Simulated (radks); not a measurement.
Kr, configuration [Kr] (the NIST ground configuration).

All-electron calculation, scalar-relativistic Kohn-Sham, SOGGA, spin-polarised, spherical densities, finite nucleus; Fermi nuclear charge, rms radius 4.1884 fm. Program: a radial shooting solver on a logarithmic mesh with Libxc functionals.

Energy parts (eV):
total: -75870.458
kinetic: 77602.690
electron-nucleus: -183064.900
Hartree: 32160.244
exchange-correlation: -2568.492

Orbitals (lengths in bohr, moments of r in powers of bohr; <r^-3> diverges for s and p1/2; r(max) is where P^2 peaks):
| orbital | occ. | eigenvalue (eV) | r(max) | <r^2> | <r^-3> |
|---|---|---|---|---|---|
| 1s | 2 | -14147.63 | 0.02709 | 0.002321 | - |
| 2s | 2 | -1862.918 | 0.1543 | 0.03975 | - |
| 2p | 6 | -1647.548 | 0.1234 | 0.03139 | 1494 |
| 3s | 2 | -263.4251 | 0.4673 | 0.3238 | - |
| 3p | 6 | -194.8514 | 0.4634 | 0.3424 | 221.8 |
| 3d | 10 | -81.2646 | 0.4110 | 0.3812 | 26.91 |
| 4s | 2 | -22.9431 | 1.340 | 2.836 | - |
| 4p | 6 | -9.1555 | 1.553 | 4.450 | 17.95 |

The highest occupied level is 4p at -9.155 eV. For comparison, the ionisation energy in NIST's Atomic Spectra Database is 14.000 eV (measured). In exact Kohn-Sham theory the highest level is minus the ionisation energy, but local and semilocal functionals leave it too shallow, through self-interaction and a potential that decays too fast; potentials with the right tail come closer. The density falls to 0.001 e/bohr^3 at r = 4.03 bohr.
